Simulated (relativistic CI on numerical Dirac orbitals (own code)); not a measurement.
## How well does a small relativistic CI reproduce Hf+?

Computed by Dirac-Coulomb-Breit CI, separate exchange-only KLI orbitals for each configuration, model QED, valence Slater integrals scaled by 0.85, P86 correlation energy added to each configuration (own radial code, finite nucleus).

Configuration list (outside the closed core [Xe] 4f14): 5d6s², 5d²6s, 5d6s6p, 5d²6p, 5d³, 6s²6p, 5d6s6d, 5d²6d, 5d6s6f, 6s²5f, 5d6s6g, 6s²7p, 5d²5f, 6s²5g, 5d6p², 6p³, 5f6p², 6s6p², 6p²6d, 6p²6f. Double excitations out of closed p, d and f shells are left out; levels of such configurations are missing from the list, as are those of other unlisted configurations, and high levels can miss mixing partners. These lack a partner that the ground configuration has and come out too high: 6s²7p, 6s²5g.

```csv
Configuration,Term (tabulated),J,Measured (cm⁻¹),Computed,Error,Purity (%)
5d6s²,2D,3/2,0.0,0,0,74
5d²6s,4F,3/2,3644.7,2769,-876,94
5d²6s,4F,5/2,4904.9,3779,-1126,79
5d²6s,4F,7/2,6344.3,4803,-1542,98
5d²6s,4F,9/2,8361.8,6406,-1956,99
5d²6s,4P,5/2,13485.6,12186,-1300,65
5d6s6p,4F°,3/2,28068.8,25088,-2981,76
5d6s6p,4F°,7/2,33776.2,30257,-3520,83
5d6s6p,4F°,9/2,38185.7,34151,-4035,95
5d²6p,4G°,7/2,38498.5,35252,-3246,62
5d²6p,4G°,9/2,42391.1,38699,-3693,95
5d²6p,4G°,11/2,46209.1,41866,-4343,99
```

Measured levels from NIST Handbook of Basic Atomic Spectroscopic Data (Sansonetti and Martin, J. Phys. Chem. Ref. Data 34, 1559 (2005)); pairs were made by configuration, J and term (by order where the table uses no LS term), so strongly mixed levels may be paired wrongly.

Mean error by configuration (cm⁻¹): 5d²6s -1360; 5d6s6p -3512; 5d²6p -3761. Over the excited levels the mean absolute error is 2601 cm⁻¹ (11 of the 18 excited levels that our extract of the source holds in range could be paired, and the others can miss by more), and the median relative error of those above 1,000 cm⁻¹ is 11 %. Some levels of the ground configuration have no partner.
